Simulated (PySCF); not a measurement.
Computed IR spectrum (relative IR intensity) of a molecule C₃H₉NSi₂. Coordinates come from a PBE-D3(BJ)/def2-SVP optimisation. One conformer was computed; it need not be the lowest. Level of theory: PySCF with PBE-D3(BJ)/def2-SVP. Frequencies are harmonic and unscaled.

Lines under 2 % of the strongest are left out, and lines within 2 cm⁻¹ are merged.

ν (cm⁻¹): 337 (w), 351 (m), 376 (w), 551 (w), 611 (w), 683 (w), 690 (w), 692 (w), 699 (w), 741 (w), 779 (m), 848 (vs), 861 (s), 891 (m), 910 (vs), 926 (m), 965 (m), 1151 (s), 1215 (w), 2077 (w), 2136 (s), 2152 (s), 2168 (m), 2180 (m), 3389 (m), 3504 (w) (against the strongest line: vs over 80 %, s over 45 %, m over 15 %, w over 4 %, vw less)

Q: Identify the compound among the candidates.
(A) C#C[Si@@H](C)N[SiH3]
(B) C[Si@]1([SiH3])C=NC1
(C) C[SiH2][SiH2]CC#N
(D) [SiH3]C1=NC[C@H]1[SiH3]

A: A, C#C[Si@@H](C)N[SiH3]
